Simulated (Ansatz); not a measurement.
**Abstraction of Br: BHBr2 + BF2 → BHBr + BBrF2**

Species: BHBr2 `BrBBr`, singlet; BF2 `F[B]F`, doublet; BHBr `[BH]Br`, doublet; BBrF2 `FB(F)Br`, singlet. A radical takes Br: the energy is the difference in strength between two B–Br bonds in different surroundings.

Shapes, held fixed at every level: PBE0-D4/def2-TZVP. Programs: Ansatz 0.2.0. The zero-point and thermal change to 298 K, harmonic and unscaled (PBE0-D4/def2-TZVP), is -2.4 kJ/mol.

| level | kind | ΔH(298 K) (kJ/mol) | less CCSD(T)/def2-TZVPP |
| --- | --- | --- | --- |
| MP2/def2-SVP | perturbation theory | -2.0 | +0.5 |
| MP2/def2-TZVPP | perturbation theory | +5.5 | +8.0 |
| r2SCAN-D4/def2-TZVPP | meta-GGA | -1.5 | +1.0 |
| B3LYP-D4/def2-TZVPP | global hybrid | +0.3 | +2.8 |
| B2PLYP/def2-TZVPP | double hybrid | +0.5 | +3.0 |
| CCSD/def2-TZVPP | coupled cluster or CI | -4.5 | -2.0 |
| CCSD(T)/def2-TZVPP | coupled cluster or CI | -2.5 | 0.0 |

The highest level, CCSD(T)/def2-TZVPP, gives ΔH(298 K) = -2.5 kJ/mol; the levels span -4.5 to +5.5. That is about zero within the method's error. They disagree on the sign: 3 of 7 are positive. The column of differences is taken from that level and isn't an error. No measured value is set beside it here. Open shells run unrestricted. Relativity is left out for Br. Outer-core shells of Br are correlated, in sets that cover them unevenly.
